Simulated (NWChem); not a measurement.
Program: NWChem. System: C₆H₁₂O₂, charge 1, spin multiplicity 2, at the geometry of a parent with another charge or spin, in a state set for the comparison that need not be this species' ground state. Its SCF solution wasn't tested for a lower state. Level: UHF/def2-SVP.

Job file:

```
start mol
memory heap 200 mb stack 900 mb global 1100 mb
charge 1
geometry units angstroms nocenter noautoz noautosym
  C     -3.904927     0.591333    -0.310441
  C     -2.681178    -0.303663    -0.192136
  C     -1.373653     0.474340    -0.119849
  C     -0.165685    -0.425890    -0.001805
  O      0.998936     0.391775     0.058174
  C      2.170814    -0.248023     0.172886
  C      3.315388     0.722595     0.224049
  O      2.265290    -1.445795     0.224933
  H     -3.858210     1.215586    -1.217135
  H     -4.833103     0.002339    -0.360131
  H     -3.988400     1.271462     0.552359
  H     -2.776006    -0.942614     0.703693
  H     -2.646447    -0.997308    -1.050867
  H     -1.390840     1.162842     0.742503
  H     -1.260488     1.107233    -1.016854
  H     -0.214098    -1.057534     0.901183
  H     -0.084002    -1.113396    -0.860591
  H      3.183414     1.414624     1.068440
  H      3.331797     1.330246    -0.692513
  H      4.258016     0.174529     0.328833
end
basis spherical
  * library def2-svp
end
scf
  uhf
  nopen 1
  maxiter 100
  thresh 1e-7
  semidirect memsize 60000000 filesize 0
  # guess.movecs holds the orbitals of an unrestricted PBE0 run
  vectors input guess.movecs output mol.movecs
end
task scf energy
```

Output (cleaned and shortened):

```
             Northwest Computational Chemistry Package (NWChem) 7.3.0
             --------------------------------------------------------

                                NWChem Input Module
                                -------------------

 Scaling coordinates for geometry "geometry" by  1.889725989
 (inverse scale =  0.529177249)

                             Geometry "geometry" -> ""
                             -------------------------

 Output coordinates in angstroms (scale by  1.889725989 to convert to a.u.)

  No.       Tag          Charge          X              Y              Z
 ---- ---------------- ---------- -------------- -------------- --------------
    1 C                    6.0000    -3.90492700     0.59133300    -0.31044100
    2 C                    6.0000    -2.68117800    -0.30366300    -0.19213600
    3 C                    6.0000    -1.37365300     0.47434000    -0.11984900
    4 C                    6.0000    -0.16568500    -0.42589000    -0.00180500
    5 O                    8.0000     0.99893600     0.39177500     0.05817400
    6 C                    6.0000     2.17081400    -0.24802300     0.17288600
    7 C                    6.0000     3.31538800     0.72259500     0.22404900
    8 O                    8.0000     2.26529000    -1.44579500     0.22493300
    9 H                    1.0000    -3.85821000     1.21558600    -1.21713500
   10 H                    1.0000    -4.83310300     0.00233900    -0.36013100
   11 H                    1.0000    -3.98840000     1.27146200     0.55235900
   12 H                    1.0000    -2.77600600    -0.94261400     0.70369300
   13 H                    1.0000    -2.64644700    -0.99730800    -1.05086700
   14 H                    1.0000    -1.39084000     1.16284200     0.74250300
   15 H                    1.0000    -1.26048800     1.10723300    -1.01685400
   16 H                    1.0000    -0.21409800    -1.05753400     0.90118300
   17 H                    1.0000    -0.08400200    -1.11339600    -0.86059100
   18 H                    1.0000     3.18341400     1.41462400     1.06844000
   19 H                    1.0000     3.33179700     1.33024600    -0.69251300
   20 H                    1.0000     4.25801600     0.17452900     0.32883300

 Effective nuclear repulsion energy (a.u.)     377.5175655057

            Nuclear Dipole moment (a.u.)
            ----------------------------
        X                 Y               Z
 ---------------- ---------------- ----------------
    -0.0000094486     0.0000018897     0.0000000000


 Summary of "ao basis" -> "" (spherical)
 ------------------------------------------------------------------------------
       Tag                 Description            Shells   Functions and Types
 ---------------- ------------------------------  ------  ---------------------
 *                          def2-svp                  on all atoms

 Summary of "ao basis" -> "ao basis" (spherical)
 ------------------------------------------------------------------------------
       Tag                 Description            Shells   Functions and Types
 ---------------- ------------------------------  ------  ---------------------
 C                          def2-svp                 6       14   3s2p1d
 O                          def2-svp                 6       14   3s2p1d
 H                          def2-svp                 3        5   2s1p

                                 NWChem SCF Module
                                 -----------------

  ao basis        = "ao basis"
  functions       =   172
  atoms           =    20
  alpha electrons =    32
  beta  electrons =    31
  charge          =   1.00
  wavefunction    = UHF
  use symmetry    = F
  symmetry adapt  = F

 Summary of "ao basis" -> "ao basis" (spherical)
 ------------------------------------------------------------------------------
       Tag                 Description            Shells   Functions and Types
 ---------------- ------------------------------  ------  ---------------------
 C                          def2-svp                 6       14   3s2p1d
 O                          def2-svp                 6       14   3s2p1d
 H                          def2-svp                 3        5   2s1p

 Forming initial guess at       0.1s

 Starting SCF solution at       0.1s

 ----------------------------------------------
         Quadratically convergent UHF

 Convergence threshold     :          1.000E-07
 Maximum no. of iterations :          100
 Integral*density screening:          1.000E-09
 ----------------------------------------------

              iter       energy          gnorm     gmax       time
             ----- ------------------- --------- --------- --------
                 1     -383.2479182238  6.26D-01  1.21D-01      5.4
                 2     -383.3141931368  2.69D-01  3.21D-02      8.0
                 3     -383.3280239240  2.59D-02  8.07D-03     12.9
                 4     -383.3282441184  6.30D-04  1.47D-04     19.9
                 5     -383.3282444821  1.69D-06  3.51D-07     38.3
                 6     -383.3282444821  4.80D-09  2.18D-09     47.5

       Final UHF  results
       ------------------

         Total SCF energy =   -383.328244482141
      One electron energy =  -1257.012022641725
      Two electron energy =    496.166212653905
 Nuclear repulsion energy =    377.517565505679

                       Sz =      0.5000
                 Sz(Sz+1) =      0.7500
                      S^2 =      0.7639

        Time for solution =     47.4s

          Final alpha eigenvalues
          -----------------------
[...]
    50     -0.657219   4 C  py               31      0.640475   3 C  s
   159      0.505313  18 H  s               164      0.507561  19 H  s

                     UHF Final Beta Molecular Orbital Analysis
                     -----------------------------------------

 Vector   29  Occ=1.000000D+00  E=-6.168842D-01
              MO Center= -2.9D+00,  1.4D-01, -2.2D-01, r^2= 3.0D+00
   Bfn.  Coefficient  Atom+Function         Bfn.  Coefficient  Atom+Function
  ----- ------------  ---------------      ----- ------------  ---------------
     4      0.350688   1 C  px               18     -0.303419   2 C  px
    32      0.200467   3 C  px               19      0.197372   2 C  py
   118     -0.190862  10 H  s                21     -0.163437   2 C  px
    46     -0.154123   4 C  px                7      0.150716   1 C  px

 Vector   30  Occ=1.000000D+00  E=-5.993027D-01
              MO Center= -3.2D+00,  2.3D-01, -2.5D-01, r^2= 2.8D+00
   Bfn.  Coefficient  Atom+Function         Bfn.  Coefficient  Atom+Function
  ----- ------------  ---------------      ----- ------------  ---------------
     5      0.292114   1 C  py               19     -0.267791   2 C  py
   118     -0.256206  10 H  s                32      0.190568   3 C  px
    33      0.175013   3 C  py              113      0.159611   9 H  s
   123      0.159887  11 H  s               128      0.158556  12 H  s
   133      0.158599  13 H  s

 Vector   31  Occ=1.000000D+00  E=-5.877137D-01
              MO Center= -3.0D+00,  1.5D-01, -2.3D-01, r^2= 2.8D+00
   Bfn.  Coefficient  Atom+Function         Bfn.  Coefficient  Atom+Function
  ----- ------------  ---------------      ----- ------------  ---------------
    20      0.294664   2 C  pz                6     -0.262231   1 C  pz
   128      0.253770  12 H  s               133     -0.253788  13 H  s
   113      0.220655   9 H  s               123     -0.220518  11 H  s
    23      0.151589   2 C  pz

 Vector   32  Occ=0.000000D+00  E=-2.273844D-01
              MO Center=  2.2D+00, -1.1D+00,  2.1D-01, r^2= 1.7D+00
   Bfn.  Coefficient  Atom+Function         Bfn.  Coefficient  Atom+Function
  ----- ------------  ---------------      ----- ------------  ---------------
   102      0.486246   8 O  px              105      0.472677   8 O  px
    87     -0.357630   7 C  s                45      0.273919   4 C  s
    77      0.274492   6 C  px               59      0.260169   5 O  s
    31     -0.201564   3 C  s                92      0.166637   7 C  py
    63      0.164621   5 O  px               64     -0.157462   5 O  py

 Vector   33  Occ=0.000000D+00  E=-9.787453D-02
              MO Center=  2.2D+00, -1.9D-01,  1.7D-01, r^2= 2.1D+00
   Bfn.  Coefficient  Atom+Function         Bfn.  Coefficient  Atom+Function
  ----- ------------  ---------------      ----- ------------  ---------------
    79      0.648616   6 C  pz               76      0.554859   6 C  pz
   107     -0.391441   8 O  pz              104     -0.312967   8 O  pz
   164      0.311134  19 H  s               159     -0.306923  18 H  s
    65     -0.278437   5 O  pz               62     -0.231708   5 O  pz

 Vector   34  Occ=0.000000D+00  E= 9.066162D-03
              MO Center=  2.6D+00,  6.0D-01,  1.6D-01, r^2= 7.3D+00
   Bfn.  Coefficient  Atom+Function         Bfn.  Coefficient  Atom+Function
  ----- ------------  ---------------      ----- ------------  ---------------
    87      2.698433   7 C  s                73     -1.386725   6 C  s
   164     -1.151915  19 H  s               159     -1.141419  18 H  s
   169     -0.821361  20 H  s                45      0.726526   4 C  s
   154     -0.579637  17 H  s               149     -0.576192  16 H  s
    31      0.524042   3 C  s               101      0.488935   8 O  s

 center of mass
 --------------
 x =   0.16574153 y =  -0.05754172 z =   0.01453043

 moments of inertia (a.u.)
 ------------------
         281.489955674731         164.095981997636        -188.803225233517
         164.095981997636        2508.788519618321          19.857020159867
        -188.803225233517          19.857020159867        2704.300852656530

  Mulliken analysis of the total density
  --------------------------------------

    Atom       Charge   Shell Charges
 -----------   ------   -------------------------------------------------------
    1 C    6     6.03   1.99  0.86  0.22  2.04  0.89  0.04
    2 C    6     6.15   1.99  0.87  0.27  2.05  0.92  0.05
    3 C    6     6.11   1.99  0.87  0.26  2.06  0.89  0.05
    4 C    6     5.80   1.99  0.90  0.13  1.97  0.74  0.07
    5 O    8     8.43   1.99  1.08  0.73  2.83  1.77  0.02
    6 C    6     5.56   1.99  0.97  0.13  1.87  0.47  0.14
    7 C    6     6.02   1.99  0.87  0.22  2.07  0.85  0.03
    8 O    8     7.92   1.99  1.15  0.69  2.71  1.35  0.02
    9 H    1     0.95   0.75  0.18  0.03
   10 H    1     0.93   0.75  0.16  0.03
   11 H    1     0.95   0.75  0.18  0.03
   12 H    1     0.95   0.76  0.17  0.02
   13 H    1     0.95   0.76  0.17  0.02
   14 H    1     0.93   0.75  0.16  0.02
   15 H    1     0.93   0.75  0.15  0.02
   16 H    1     0.92   0.76  0.14  0.02
   17 H    1     0.92   0.76  0.14  0.02
   18 H    1     0.84   0.71  0.10  0.03
   19 H    1     0.84   0.71  0.10  0.03
   20 H    1     0.87   0.73  0.11  0.03

  Mulliken analysis of the alpha density
  --------------------------------------

    Atom       Charge   Shell Charges
 -----------   ------   -------------------------------------------------------
    1 C    6     3.02   0.99  0.43  0.11  1.02  0.45  0.02
    2 C    6     3.07   0.99  0.43  0.14  1.02  0.46  0.02
    3 C    6     3.06   0.99  0.44  0.13  1.03  0.44  0.02
    4 C    6     2.90   0.99  0.45  0.07  0.99  0.37  0.03
    5 O    8     4.25   1.00  0.54  0.36  1.44  0.89  0.01
    6 C    6     2.69   0.99  0.47  0.06  0.89  0.20  0.08
    7 C    6     3.05   0.99  0.44  0.11  1.06  0.44  0.02
    8 O    8     4.47   1.00  0.60  0.34  1.71  0.81  0.01
    9 H    1     0.48   0.38  0.09  0.01
   10 H    1     0.47   0.37  0.08  0.01
   11 H    1     0.48   0.38  0.09  0.01
   12 H    1     0.47   0.38  0.08  0.01
   13 H    1     0.47   0.38  0.08  0.01
   14 H    1     0.46   0.38  0.08  0.01
   15 H    1     0.46   0.38  0.08  0.01
   16 H    1     0.46   0.38  0.07  0.01
   17 H    1     0.46   0.38  0.07  0.01
   18 H    1     0.42   0.36  0.05  0.01
   19 H    1     0.42   0.36  0.05  0.01
   20 H    1     0.43   0.37  0.06  0.01

   Mulliken analysis of the beta density
   -------------------------------------

    Atom       Charge   Shell Charges
 -----------   ------   -------------------------------------------------------
    1 C    6     3.02   0.99  0.43  0.11  1.02  0.45  0.02
    2 C    6     3.07   0.99  0.43  0.14  1.02  0.46  0.02
    3 C    6     3.06   0.99  0.44  0.13  1.03  0.44  0.02
    4 C    6     2.90   0.99  0.45  0.07  0.99  0.37  0.03
    5 O    8     4.18   1.00  0.54  0.37  1.39  0.88  0.01
    6 C    6     2.87   1.00  0.49  0.07  0.98  0.26  0.06
    7 C    6     2.97   0.99  0.43  0.11  1.01  0.42  0.02
    8 O    8     3.45   1.00  0.55  0.34  1.00  0.54  0.01
    9 H    1     0.48   0.38  0.09  0.01
   10 H    1     0.47   0.37  0.08  0.01
   11 H    1     0.48   0.38  0.09  0.01
   12 H    1     0.47   0.38  0.08  0.01
   13 H    1     0.47   0.38  0.08  0.01
   14 H    1     0.46   0.37  0.08  0.01
   15 H    1     0.46   0.37  0.08  0.01
   16 H    1     0.46   0.38  0.07  0.01
   17 H    1     0.46   0.38  0.07  0.01
   18 H    1     0.42   0.36  0.05  0.01
   19 H    1     0.42   0.36  0.05  0.01
   20 H    1     0.44   0.37  0.06  0.01

   Mulliken analysis of the spin density
   -------------------------------------

    Atom       Charge   Shell Charges
 -----------   ------   -------------------------------------------------------
    1 C    6    -0.00  -0.00 -0.00 -0.00  0.00 -0.00  0.00

------------------------------------------------------------
EAF file 0: "./mol.aoints.0" size=524288 bytes
------------------------------------------------------------
               write      read    awrite     aread      wait
               -----      ----    ------     -----      ----
     calls:        1        34         0         0         0
   data(b): 5.24e+05  1.78e+07  0.00e+00  0.00e+00
   time(s): 0.00e+00  0.00e+00  0.00e+00  0.00e+00  0.00e+00
rate(mb/s): 0.00e+00  0.00e+00
------------------------------------------------------------

    2 C    6     0.00   0.00  0.00 -0.00  0.00  0.00  0.00
    3 C    6    -0.00  -0.00 -0.00 -0.00 -0.00 -0.00  0.00
    4 C    6     0.00   0.00  0.00  0.00  0.00  0.00 -0.00
    5 O    8     0.07  -0.00  0.00 -0.00  0.06  0.01 -0.00
    6 C    6    -0.18  -0.00 -0.02 -0.01 -0.10 -0.06  0.02
    7 C    6     0.09   0.00  0.01 -0.00  0.06  0.02  0.00
    8 O    8     1.02  -0.00  0.04 -0.00  0.71  0.27 -0.00
    9 H    1     0.00   0.00  0.00  0.00
   10 H    1     0.00   0.00  0.00  0.00
   11 H    1     0.00   0.00  0.00  0.00
   12 H    1    -0.00  -0.00  0.00  0.00
   13 H    1    -0.00  -0.00  0.00  0.00
   14 H    1     0.00   0.00  0.00  0.00
   15 H    1     0.00   0.00  0.00  0.00
   16 H    1    -0.00   0.00 -0.00  0.00
   17 H    1    -0.00   0.00 -0.00  0.00
   18 H    1     0.00   0.00 -0.00  0.00
   19 H    1    -0.00  -0.00 -0.00  0.00
   20 H    1    -0.00  -0.00 -0.00  0.00

       Multipole analysis of the density wrt the origin
       ------------------------------------------------

     L   x y z        total         alpha         beta         nuclear
     -   - - -        -----         -----         ----         -------
     0   0 0 0      1.000000    -32.000000    -31.000000     64.000000

     1   1 0 0      3.030386     -0.605143      3.635539     -0.000009
     1   0 1 0     -0.205123      1.099343     -1.304467      0.000002
     1   0 0 1      0.233558     -0.088141      0.321699      0.000000

     2   2 0 0     -9.425538   -730.788274   -711.254344   1432.617079
     2   1 1 0      1.513486     44.959271     34.807648    -78.253432
     2   1 0 1      1.805077    -54.098564    -52.254911    108.158553
     2   0 2 0    -33.695943    -92.492622    -84.963036    143.759715
     2   0 1 1      0.097973      5.561601      4.521579     -9.985206
     2   0 0 2    -34.037818    -35.371000    -35.025026     36.358208

 Task  times  cpu:       47.6s     wall:       47.6s

 Total times  cpu:       47.6s     wall:       47.6s
```
